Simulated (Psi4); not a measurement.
C2H8N2, charge -1, doublet, at the geometry of the source list (a state made from the parent by changing its charge; the spin is typed, not shown lowest) (a gas-phase anion, which may not be bound at this level), with bond 7-2 at 1.8 times its length; Psi4 with HF/STO-3G.

Here is a job for Psi4.
```
memory 2 GB

molecule {
-1 2
  N     1.81950000    0.32830000   -0.22850000
  C     0.58870000    0.06660000    0.49630000
  C    -0.52930000   -0.28720000   -0.48430000
  N    -1.74500000   -0.60500000    0.24350000
  H     2.57600000    0.52730000    0.41560000
  H     1.70680000    1.13510000   -0.83450000
  H    -0.00980000    1.59552000    1.61950000
  H     0.75780000   -0.78560000    1.15790000
  H    -0.23140000   -1.17120000   -1.05210000
  H    -0.64970000    0.54680000   -1.19940000
  H    -2.48190000   -0.87720000   -0.39670000
  H    -2.06750000    0.20610000    0.76200000
}

set basis sto-3g
set reference uhf
set stability_analysis follow
set scf_type pk

energy('scf')
print_variables()
```

The log (banner, timings and long lists left out):

```
   => Loading Basis Set <=

    Name: STO-3G
    Role: ORBITAL
    Keyword: BASIS

         ---------------------------------------------------------
                                   SCF
               by Justin Turney, Rob Parrish, Andy Simmonett
                          and Daniel G. A. Smith
                              UHF Reference
         ---------------------------------------------------------

  ==> Geometry <==

    Molecular point group: c1
    Full point group: C1

    Geometry (in Angstrom), charge = -1, multiplicity = 2:

       Center              X                  Y                   Z               Mass
    ------------   -----------------  -----------------  -----------------  -----------------
         N            1.796972456361     0.417128585189    -0.242318198260    14.003074004430
         C            0.566172456361     0.155428585189     0.482481801740    12.000000000000
         C           -0.551827543639    -0.198371414811    -0.498118198260    12.000000000000
         N           -1.767527543639    -0.516171414811     0.229681801740    14.003074004430
         H            2.553472456361     0.616128585189     0.401781801740     1.007825032230
         H            1.684272456361     1.223928585189    -0.848318198260     1.007825032230
         H           -0.032327543639     1.684348585189     1.605681801740     1.007825032230
         H            0.735272456361    -0.696771414811     1.144081801740     1.007825032230
         H           -0.253927543639    -1.082371414811    -1.065918198260     1.007825032230
         H           -0.672227543639     0.635628585189    -1.213218198260     1.007825032230
         H           -2.504427543639    -0.788371414811    -0.410518198260     1.007825032230
         H           -2.090027543639     0.294928585189     0.748181801740     1.007825032230

  Running in c1 symmetry.

  Rotational constants: A =      0.77405  B =      0.12790  C =      0.11894 [cm^-1]
  Rotational constants: A =  23205.57955  B =   3834.23339  C =   3565.75745 [MHz]
  Nuclear repulsion =  129.865175352151624

  Charge       = -1
  Multiplicity = 2
  Electrons    = 35
  Nalpha       = 18
  Nbeta        = 17

  ==> Algorithm <==

  SCF Algorithm Type is PK.
  DIIS enabled.
  MOM disabled.
  Fractional occupation disabled.
  Guess Type is SAD.
  Energy threshold   = 1.00e-06
  Density threshold  = 1.00e-06
  Integral threshold = 1.00e-12

  ==> Primary Basis <==

  Basis Set: STO-3G
    Blend: STO-3G
[...]
  Energy and wave function converged.

    Wavefunction stable under totally symmetric rotations.
    Lowest totally symmetric eigenvalue: 0.182665
    Lowest UHF->UHF stability eigenvalues:
       A 0.182665

    Stability analysis over.

  ==> Post-Iterations <==

   @Spin Contamination Metric:   1.744479852E-03
   @S^2 Expected:                7.500000000E-01
   @S^2 Observed:                7.517444799E-01
   @S   Expected:                5.000000000E-01
   @S   Observed:                5.000000000E-01

    Orbital Energies [Eh]
    ---------------------

    Alpha Occupied:

[...]
    Alpha Virtual:

[...]
      28A      1.105780

    Beta Occupied:

[...]
    Beta Virtual:

[...]
    Final Occupation by Irrep:
              A
    DOCC [    17 ]
    SOCC [     1 ]
    NA   [    18 ]
    NB   [    17 ]

  @UHF Final Energy:  -186.53587212182401

   => Energetics <=

    Nuclear Repulsion Energy =            129.8651753521516241
    One-Electron Energy =                -520.0333751196083085
    Two-Electron Energy =                 203.6323276456326994
    Total Energy =                       -186.5358721218240134

  UHF NO Occupations:
  HONO-2 :   16  A 1.9997686
  HONO-1 :   17  A 1.9996938
  HONO-0 :   18  A 1.0000000
  LUNO+0 :   19  A 0.0003062
  LUNO+1 :   20  A 0.0002314
  LUNO+2 :   21  A 0.0001626
  LUNO+3 :   22  A 0.0001232

Computation Completed

Properties will be evaluated at   0.000000,   0.000000,   0.000000 [a0]

Properties computed using the SCF density matrix

 Multipole Moments:

 ------------------------------------------------------------------------------------
     Multipole            Electronic (a.u.)      Nuclear  (a.u.)        Total (a.u.)
 ------------------------------------------------------------------------------------

 L = 1.  Multiply by 2.5417464519 to convert [e a0] to [Debye]
 Dipole X            :         -0.1867384           -0.5437432           -0.7304815
 Dipole Y            :         -2.2292903            1.7697132           -0.4595771
 Dipole Z            :         -1.7622119            0.3391704           -1.4230415
 Magnitude           :                                                    1.6642901

 ------------------------------------------------------------------------------------

  Variable Map:
  ----------------------------------------------------------------------------
[...]
  Array Variable Map:
  ----------------------------------------------------------------------------
[...]
[...]
```
